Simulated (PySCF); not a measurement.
## Assignment exercise: C₅H₄ClO₂P

Geometry:
| atom | x (Å) | y (Å) | z (Å) |
| --- | --- | --- | --- |
| C1 | -1.929 | -0.723 | 0.121 |
| C2 | -1.117 | 0.534 | 0.288 |
| O3 | -1.591 | 1.600 | 0.602 |
| C4 | 0.322 | 0.360 | 0.033 |
| O5 | 0.774 | -0.857 | -0.313 |
| C6 | 2.090 | -0.864 | -0.510 |
| P7 | 2.914 | 0.623 | -0.294 |
| C8 | 1.324 | 1.309 | 0.100 |
| Cl9 | 1.068 | 2.939 | 0.510 |
| H10 | -1.819 | -1.100 | -0.894 |
| H11 | -2.975 | -0.512 | 0.325 |
| H12 | -1.566 | -1.488 | 0.804 |
| H13 | 2.501 | -1.819 | -0.790 |

- PBE0/pcSseg-1 with gauge-including orbitals
- GFN2-xTB geometry
- program: PySCF
- a single conformation, non-relativistic, gas phase, one averaged value for each set of equivalent atoms

Shifts are taken against calculated references (same method and geometry level): $^{13}$C (σ = 186.93 ppm) and $^{1}$H (σ = 31.72 ppm) against TMS.

Problem. Assign these signals to the numbered atoms. $^{13}$C{$^{1}$H} NMR (computed): δ 189.5, 188.8, 163.0, 159.3, 30.9.

Solution. 
| δ (ppm) | atoms | environment | reason |
| --- | --- | --- | --- |
| 189.5 | C6 | aromatic CH next to the ring oxygen | – |
| 188.8 | C2 | ketone carbonyl carbon | the double bond to the heteroatom, with no lone-pair donor beside it, deshields it most |
| 163.0 | C8 | aromatic carbon bearing chlorine | – |
| 159.3 | C4 | substituted aromatic carbon next to the ring oxygen | – |
| 30.9 | C1 | methyl carbon α to a carbonyl | the adjacent C=O deshields it moderately |

C6 and C2 lie closer than the usual error of such a calculation, so a measured spectrum could show them in the other order.

Problem. Assign these signals to the numbered atoms. $^{1}$H NMR (400 MHz, computed): δ 8.77 (m, 1H), 2.57 (s, 3H).

Solution. 
| δ (ppm) | atoms | environment | reason |
| --- | --- | --- | --- |
| 8.77 | H13 | hydrogen on an aromatic CH next to the ring oxygen | it sits in the deshielding region of the aromatic ring current |
| 2.57 | H10/H11/H12 | hydrogen on a methyl carbon α to a carbonyl | α to C=O |

Carbons that carry Cl, above all several Cl atoms, come out too deshielded, partly because spin–orbit coupling is missing. Splittings by $^{31}$P in the carbon and heteronuclear signals aren't shown, as no couplings were computed. Shifts are as computed. Against solution values, carbons near 30 ppm lie about +3 ppm off and those near 130 ppm about +5 ppm; carbons on Cl a further +6 ppm. Of 1211 compounds with measured shifts, 218 miss one by over three times the rms of a fit or turn the order of signals round; such compounds aren't used in these exercises. Multiplicities follow the n + 1 count of equivalent neighbours, as no J values were calculated; m marks all less simple cases, F and P coupling included.
